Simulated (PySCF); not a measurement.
**Molecular orbitals of LaN**

PBE0 at R = 1.799 Å; La x2c-TZVPall, N x2c-TZVPall; spin-free X2C with a Gaussian nucleus (PySCF 2.14). State: singlet, about 0.2 electrons in the 4f shell (Mulliken). Only the outer orbitals are listed, counted within each symmetry.

```tsv
orbital	occ.	ε (eV)	on La (%)	main shells (%)
11σ	2	-38.47	96	96 La s
12σ	2	-23.56	73	72 La p, 22 N s
6π	2	-21.26	99	99 La p
6π	2	-21.26	99	99 La p
13σ	2	-13.53	31	68 N s, 20 La p, 8 La d
7π	2	-5.30	35	65 N p, 31 La d
7π	2	-5.30	35	65 N p, 31 La d
14σ	2	-4.43	49	46 N p, 32 La d, 12 La p
15σ	0	-1.67	99	80 La s, 17 La p
3δ	0	-0.29	100	100 La d
3δ	0	-0.29	100	100 La d
```

Q: Which are the highest filled and the lowest empty level, where do they sit, and how wide is the gap?

A: Highest filled 14σ at -4.43 eV (in %: 46 N p, 32 La d, 12 La p); lowest empty 15σ at -1.67 eV (in %: 80 La s, 17 La p); the gap at PBE0 is 2.76 eV.

The bond order (Mayer) is 2.87 and the ⟨S²⟩ is 0.000. The charge on La (Mulliken, basis-dependent) is 0.68 and the charge on La (Löwdin, basis-dependent) is 0.61. The dipole moment (positive dipole means La(−)N(+)) is -7.62 D, the polarisability along the bond is 93.7 bohr³ and the polarisability across the bond is 36.2 bohr³.

Spin–orbit coupling is left out.
